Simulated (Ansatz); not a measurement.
Input (CCSDT(Q)/def2-SVP; Ansatz, a first-principles code):

Ansatz 0.2 input:
```yaml
crystal:
  periodic: [false, false, false]
  atoms:
    - {symbol: In, position_ang: [-0.00000000, -0.00000000, -0.62676463]}
    - {symbol: P, position_ang: [0.00000000, 0.00000000, 2.04743112]}
basis:
  gaussian:
    orbitals: def2-SVP
magnetization: {spin_polarized: true, initial_magnetization: 2}
correlation: {method: ccsdt_q, electrons: outside_noble_gas}
```

Output:

```
mean field evaluation 16: about -14416.7525 eV, gradient 7.7e-6 eV
mean field evaluation 32: about -14417.4134 eV, gradient 7.4e-5 eV
mean field evaluation 64: about -14416.7525 eV, gradient 4.2e-4 eV
mean field evaluation 96: about -14416.7525 eV, gradient 1.3e-2 eV
mean field evaluation 128: about -14416.1128 eV, gradient 3.3e0 eV
mean field evaluation 160: about -14417.3891 eV, gradient 4.2e-1 eV
mean field evaluation 192: about -14417.1585 eV, gradient 1.8e0 eV
mean field evaluation 224: about -14416.7525 eV, gradient 3.9e-2 eV
mean field evaluation 256: about -14410.2444 eV, gradient 1.2e1 eV
mean field evaluation 288: about -14416.7525 eV, gradient 3.9e-3 eV
mean field evaluation 320: about -14416.5096 eV, gradient 1.6e0 eV
mean field evaluation 352: about -14416.6860 eV, gradient 5.0e-1 eV
mean field evaluation 384: about -14413.8053 eV, gradient 8.0e-1 eV
mean field evaluation 416: about -14413.4836 eV, gradient 4.0e-2 eV
mean field evaluation 448: about -14413.0358 eV, gradient 6.1e0 eV
mean field evaluation 480: about -14416.7495 eV, gradient 6.8e-2 eV
mean field evaluation 512: about -14416.7525 eV, gradient 4.2e-3 eV
mean field evaluation 544: about -14415.3669 eV, gradient 7.5e-3 eV
mean field evaluation 576: about -14415.4770 eV, gradient 4.4e-4 eV
mean field evaluation 608: about -14415.9509 eV, gradient 2.1e0 eV
mean field evaluation 640: about -14414.0580 eV, gradient 5.1e0 eV
mean field evaluation 672: about -14416.7525 eV, gradient 2.2e-3 eV
mean field evaluation 704: about -14413.7675 eV, gradient 5.7e-1 eV
mean field evaluation 736: about -14413.8652 eV, gradient 1.5e-1 eV
mean field evaluation 768: about -14413.7524 eV, gradient 1.3e0 eV
mean field evaluation 800: about -14413.4833 eV, gradient 1.1e-1 eV
mean field evaluation 832: about -14413.2763 eV, gradient 1.6e-3 eV
mean field evaluation 864: about -14413.1494 eV, gradient 1.2e-3 eV
mean field evaluation 896: about -14411.6446 eV, gradient 1.3e1 eV
mean field evaluation 928: about -14417.3812 eV, gradient 1.0e0 eV
mean field evaluation 960: about -14416.7151 eV, gradient 3.7e-1 eV
mean field evaluation 992: about -14416.7492 eV, gradient 8.8e-2 eV
mean field evaluation 1024: about -14415.4755 eV, gradient 1.3e-1 eV
mean field evaluation 1056: about -14416.3520 eV, gradient 7.0e-1 eV
mean field evaluation 1088: about -14416.1487 eV, gradient 1.0e0 eV
mean field evaluation 1120: about -14414.0967 eV, gradient 4.3e0 eV
mean field evaluation 1152: about -14414.3158 eV, gradient 1.1e1 eV
mean field -14417.41337966 eV, -529.8301692289 hartree, gradient 1.6e-6 eV, S^2 2.023447; 16 other end points of the search recorded, 0 dependent functions left out
determinant -14417.41337966 eV, -529.8301692289 hartree, with singles and doubles -14421.10735334 eV, -529.9659202575 hartree
determinant -14416.75252827 eV, -529.8058833880 hartree, with singles and doubles -14420.63377759 eV, -529.9485166696 hartree
determinant -14415.47696975 eV, -529.7590074770 hartree, with singles and doubles -14418.80224197 eV, -529.8812089773 hartree
determinant -14415.36688788 eV, -529.7549620429 hartree, with singles and doubles -14418.70998756 eV, -529.8778186900 hartree
determinant -14414.08803703 eV, -529.7079651412 hartree, with singles and doubles -14417.85006108 eV, -529.8462169749 hartree
determinant -14417.41337966 eV, -529.8301692289 hartree, with singles and doubles -14421.10751284 eV, -529.9659261192 hartree
determinant -14416.75252827 eV, -529.8058833880 hartree, with singles and doubles -14420.64037483 eV, -529.9487591138 hartree
14 core orbitals not correlated
reference -14417.41337966 eV, -529.8301692289 hartree; 5, 3 occupied and 25, 27 virtual orbitals, 855 factors
second order -2.89416240 eV of doubles, -0.00000000 eV of singles
coupled cluster: 0.17 GiB planned
cycle   1  -3.43955133 eV  change   -5.5e-1 eV  update   8.1e-2
cycle   2  -3.76774569 eV  change   -3.3e-1 eV  update   3.8e-2
cycle   3  -3.82114801 eV  change   -5.3e-2 eV  update   1.8e-2
cycle   4  -3.82469680 eV  change   -3.5e-3 eV  update   8.3e-3
cycle   5  -3.82821161 eV  change   -3.5e-3 eV  update   4.4e-3
cycle   6  -3.82925761 eV  change   -1.0e-3 eV  update   2.6e-3
cycle   7  -3.82981512 eV  change   -5.6e-4 eV  update   1.4e-3
cycle   8  -3.83089816 eV  change   -1.1e-3 eV  update   8.1e-4
cycle   9  -3.83093276 eV  change   -3.5e-5 eV  update   4.2e-4
cycle  10  -3.83062986 eV  change    3.0e-4 eV  update   2.1e-4
cycle  11  -3.83070294 eV  change   -7.3e-5 eV  update   9.9e-5
cycle  12  -3.83079055 eV  change   -8.8e-5 eV  update   4.4e-5
cycle  13  -3.83082973 eV  change   -3.9e-5 eV  update   1.9e-5
cycle  14  -3.83083896 eV  change   -9.2e-6 eV  update   9.1e-6
cycle  15  -3.83083195 eV  change    7.0e-6 eV  update   5.5e-6
cycle  16  -3.83083044 eV  change    1.5e-6 eV  update   3.0e-6
cycle  17  -3.83083050 eV  change   -6.0e-8 eV  update   1.7e-6
cycle  18  -3.83083113 eV  change   -6.3e-7 eV  update   9.8e-7
cycle  19  -3.83083191 eV  change   -7.7e-7 eV  update   5.4e-7
perturbative correction -0.00693358 eV, -0.0002548042 hartree
Total energy: -14421.25114515 eV, -529.9712045090 hartree
```
